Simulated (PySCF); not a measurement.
## GaP⁻: frontier orbitals

M06-2X at R = 2.134 Å; basis Ga def2-TZVPPD, P def2-TZVPPD; no relativity; PySCF 2.14. State: ²Σ⁺ (doublet), unpaired electrons σ ↑. Only the outer orbitals are listed, counted within each symmetry.

```json
{"spin": "α", "orbital": "10σ", "occ.": "1", "ε (eV)": "-11.31", "on Ga (%)": "22", "main shells (%)": "76 P s, 15 Ga s"}
{"spin": "α", "orbital": "11σ", "occ.": "1", "ε (eV)": "-5.20", "on Ga (%)": "66", "main shells (%)": "63 Ga s, 22 P p, 12 P s"}
{"spin": "α", "orbital": "12σ", "occ.": "1", "ε (eV)": "-1.73", "on Ga (%)": "55", "main shells (%)": "40 Ga p, 40 P p, 14 Ga s"}
{"spin": "α", "orbital": "5π", "occ.": "1", "ε (eV)": "-1.22", "on Ga (%)": "30", "main shells (%)": "71 P p, 26 Ga p"}
{"spin": "α", "orbital": "5π", "occ.": "1", "ε (eV)": "-1.22", "on Ga (%)": "30", "main shells (%)": "71 P p, 26 Ga p"}
{"spin": "α", "orbital": "6π", "occ.": "0", "ε (eV)": "4.45", "on Ga (%)": "84", "main shells (%)": "58 Ga p, 26 Ga d, 12 P p"}
{"spin": "α", "orbital": "6π", "occ.": "0", "ε (eV)": "4.45", "on Ga (%)": "84", "main shells (%)": "58 Ga p, 26 Ga d, 12 P p"}
{"spin": "β", "orbital": "10σ", "occ.": "1", "ε (eV)": "-10.60", "on Ga (%)": "23", "main shells (%)": "76 P s, 17 Ga s"}
{"spin": "β", "orbital": "11σ", "occ.": "1", "ε (eV)": "-4.08", "on Ga (%)": "64", "main shells (%)": "64 Ga s, 20 P p, 15 P s"}
{"spin": "β", "orbital": "5π", "occ.": "1", "ε (eV)": "-0.96", "on Ga (%)": "38", "main shells (%)": "63 P p, 33 Ga p"}
{"spin": "β", "orbital": "5π", "occ.": "1", "ε (eV)": "-0.96", "on Ga (%)": "38", "main shells (%)": "63 P p, 33 Ga p"}
{"spin": "β", "orbital": "12σ", "occ.": "0", "ε (eV)": "2.07", "on Ga (%)": "87", "main shells (%)": "53 Ga s, 20 Ga p, 18 P p"}
{"spin": "β", "orbital": "13σ", "occ.": "0", "ε (eV)": "3.77", "on Ga (%)": "23", "main shells (%)": "85 P s, 28 Ga d"}
{"spin": "β", "orbital": "6π", "occ.": "0", "ε (eV)": "4.28", "on Ga (%)": "87", "main shells (%)": "49 Ga d, 38 Ga p"}
```

Task: Which are the highest filled and the lowest empty level, where do they sit, and how wide is the gap?

Result: Highest filled β 5π at -0.96 eV (in %: 63 P p, 33 Ga p); lowest empty β 12σ at 2.07 eV (in %: 53 Ga s, 20 Ga p, 18 P p); the gap at M06-2X is 3.03 eV. An empty level above zero is unbound, and its energy depends on the basis.

* bond order (Mayer): 2.60
* ⟨S²⟩: 0.772
* charge on Ga (Mulliken, basis-dependent): -0.64
* charge on Ga (Löwdin, basis-dependent): -0.60
* dipole moment (positive dipole points towards P; it is taken about the centre of mass and depends on that origin): -4.28 D

Spin–orbit coupling is left out. The state is the lowest determinant that a PBE0 search found; another state may lie lower at other levels.
